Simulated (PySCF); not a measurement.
CH6BN3O.
SMILES: `NB(N)NC=O`

Torsions of this conformer, `[NH2:1][B:2]([NH2:3])[NH:4][CH:5]=[O:6]`: N1–B2–N4–C5 -179°, B2–N4–C5–O6 0°, H–N1–B2–N3 0°, H–N1–B2–N3 180°, H–N3–B2–N1 180°, H–N3–B2–N1 0°.

The closed-shell ground state was solved at several levels (PySCF, density fitting, gas phase, non-relativistic). One conformer (not necessarily the lowest) at the GFN2-xTB geometry, without solvent, vibrations or thermal averaging.

| level | basis functions | HOMO (eV) | LUMO (eV) | gap (eV) | dipole (D) |
| --- | --- | --- | --- | --- | --- |
| B3LYP/def2-SVPD | 171 | -6.88 | -0.24 | 6.64 | 3.96 |
| PBE0/pcSseg-1 | 132 | -6.91 | 0.57 | 7.48 | 4.00 |

Estimate the row for B3LYP/pcJ-1, a basis of 222 functions; the other rows only guide the guess.

HOMO -6.62 eV, LUMO 0.33 eV, gap 6.95 eV, dipole 4.01 D.

Over all these levels, which gives the widest orbital gap and which the narrowest?

PBE0/pcSseg-1 (global hybrid, 25 % exact exchange) has the widest, 7.48 eV, and B3LYP/def2-SVPD (global hybrid, 20 % exact exchange) the narrowest, 6.64 eV. Functional and basis both differ between the two, so the spread mixes both effects.

How far do the dipole and the HOMO energy spread over the levels?

The dipole runs from 3.96 to 4.01 D (mean 3.99 D) and the HOMO from -6.91 to -6.62 eV.
